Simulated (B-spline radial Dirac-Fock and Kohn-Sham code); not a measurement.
## Hf⁺: non-radiative channels of the 4s vacancy

System: the Hf⁺ ion in the configuration [Xe] 4f14 5d1 6s2, inside a Watson sphere of charge -1 and radius 1.6 Å (a model of the Madelung potential; inside it an electron's potential energy is raised by 9.0 eV).

Input of the calculation (task.json; shells as n, l, electrons):

```json
{"items": [{
  "Z": 72,
  "q": 1,
  "cfg": [[1, 0, 2], [2, 0, 2], [2, 1, 6], [3, 0, 2], [3, 1, 6], [3, 2, 10], [4, 0, 2], [4, 1, 6], [4, 2, 10], [4, 3, 14], [5, 0, 2], [5, 1, 6], [5, 2, 1], [6, 0, 2]],
  "A": 180,
  "rrms": 5.347,
  "watson": [-1, 1.6],
  "do": ["binding", "quiet", "decay"],
  "holes": ["K", "L1", "L2", "L3", "M1", "M2", "M3", "M4", "M5", "N1", "N2", "N3", "N4", "N5", "N6", "N7"]
}]}
```

Command: `python xray_run.py task.json out`

Calculated with a radial atomic solver, using independent-particle rates on relativistic LDA orbitals of the hole state (multipoles up to L = 3, Coulomb Auger matrix elements, transition energies from Dirac-Fock). Kinetic energies are configuration averages from the vacuum level; the two-hole energies are estimated from single-hole states.

```tsv
transition	kinetic energy (eV)	width (meV)	share (%)
N1-N2O1	2.43	706	5.1
N1-N2O2	34.65	556	4.0
N1-N2O3	42.83	1040	7.5
N1-N2N6	51.26	300	2.2
N1-N2N7	51.78	328	2.4
N1-N3O1	60.75	774	5.6
N1-N3O2	92.50	803	5.8
N1-N3O3	101.3	967	6.9
N1-N3N6	108.9	1980	14.2
N1-N3N7	111.2	2480	17.8
N1-N4O1	221.2	244	1.8
N1-N5O1	231.9	351	2.5
N1-N5N6	280.2	207	1.5
N1-N6O1	431.5	237	1.7
N1-N7O1	433.2	308	2.2
N1-N6N7	482.2	251	1.8
```

Coster-Kronig rates are the weakest part of this model and often come out 1.5 to 2.5 times too large. Super-Coster-Kronig decay this fast strains the one-particle picture, and such widths tend to come out too large. Channels within a few eV of threshold rest on estimated energies and may be closed in reality. The listed channels hold 83 % of the non-radiative rate. Summed by principal shells, of 13.9 eV in all: NNO 50.0 %, NNN 47.4 %, NNP 2.0 %, NOO 0.6 %.
